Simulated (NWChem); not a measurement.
# C2H2Br2; SMILES C(=C/Br)/Br

This build's default masses of Se (78.918 u) and Br (79.917 u) are each other's, which moves their modes by up to 0.6 %.

Task: Give the equilibrium geometry at B3LYP/6-31G* (spherical d) (NWChem) as a Z-matrix, with the point group.

Result: point group C2v; any orientation.
```
C
C 1 1.3297
H 1 1.0842 2 120.51
H 2 1.0842 1 120.51 3 0.00
Br 1 1.8925 3 113.19 2 180.00
Br 2 1.8925 4 113.19 1 180.00
```
